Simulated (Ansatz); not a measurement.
`F[CH](F)[GeH2][SiH3]` and `N=CC(F)F` differ in one atom or group.

Ansatz, PBE0-D4/def2-TZVP geometries, multiplicity 1. Each molecule was computed in one conformer, which needn't be the lowest.

Scalar relativity is left out up to krypton.

| property | `F[CH](F)[GeH2][SiH3]` |
| --- | --- |
| HOMO–LUMO gap (B3LYP/def2-TZVPP) / eV | 7.82 |
| LUMO energy (B3LYP/def2-TZVPP) / eV | -0.20 |
| LUMO energy (ωB97M-V/def2-TZVPP) / eV | 1.75 |
| LUMO energy (PBE/def2-TZVPP) / eV | -0.81 |
| size of the dipole moment (PBE/def2-TZVPP) / D | 1.41 |
| HOMO–LUMO gap (PBE0/def2-TZVPP) / eV | 8.22 |

Give the same properties after the change, and the shifts. (An estimate is asked.)

The calculation gave: 
```
                                      property  `N=CC(F)F`  shift
         HOMO–LUMO gap (B3LYP/def2-TZVPP) / eV        6.83  -0.99
           LUMO energy (B3LYP/def2-TZVPP) / eV       -1.40  -1.20
         LUMO energy (ωB97M-V/def2-TZVPP) / eV        1.22  -0.53
             LUMO energy (PBE/def2-TZVPP) / eV       -2.27  -1.46
size of the dipole moment (PBE/def2-TZVPP) / D        1.72   0.31
          HOMO–LUMO gap (PBE0/def2-TZVPP) / eV        7.32  -0.90
```

With PBE0 the HOMO falls by 0.23 eV and the LUMO falls by 1.13 eV, so the gap narrows by about 0.90 eV. PBE moves the HOMO by 0.03 eV and ωB97M-V by -0.53 eV. Dipoles are sizes alone; their direction can turn.

B3LYP here is the variant with VWN-RPA as its local correlation; programs differ in this.
